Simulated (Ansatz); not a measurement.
Consider the formal exchange of groups at the Si–B bond: `N[B]([SiH3])[GeH3]` + `ClC1C[SiH2]1` → `[SiH3]C1(Cl)C[SiH2]1` + `N[BH][GeH3]`.

Program: Ansatz. Geometries: PBE0-D4/def2-TZVP. ΔE: electronic, gas phase. CCSD(T)/CBS adds triple-zeta CCSD(T) − MP2 to the extrapolated MP2 energy (def2 sets, frozen cores). DFT in def2-TZVPP. B3LYP here is the variant with VWN-RPA as its local correlation; programs differ in this. For Ge outer-core shells are correlated without core-valence functions, which leaves a few kJ/mol of doubt a bond. Scalar relativity is left out up to krypton. One conformer a species, not always the lowest.

```tsv
level	ΔE (kJ/mol)	difference from CCSD(T)/CBS
r2SCAN-D4	-16.9	5.8
B3LYP-D4	-19.6	3.1
r2SCAN	-16.2	6.5
HF/def2-TZVPP	-22.8	-0.1
SCS-MP2/def2-TZVPP	-27.5	-4.8
CCSD/def2-TZVPP	-20.2	2.5
HF/def2-QZVPP	-23.5	-0.8
MP2/def2-QZVPP	-30.5	-7.8
SCS-MP2/def2-QZVPP	-28.7	-6.0
HF/CBS(def2)	-23.6	-0.9
CCSD(T)/CBS	-22.7	0
```

Largest T1 diagnostic among the species: 0.013.

From PBE to PBE0 (25 % exact exchange), in def2-TZVPP and without D4, ΔE moves by −3.4 kJ/mol. The D4 term adds −5.2 kJ/mol with B3LYP and −2.7 kJ/mol with PBE0; it sums over pairs of atoms, weighted by their polarisabilities, and B3LYP, whose exchange is more repulsive, gets the larger term.
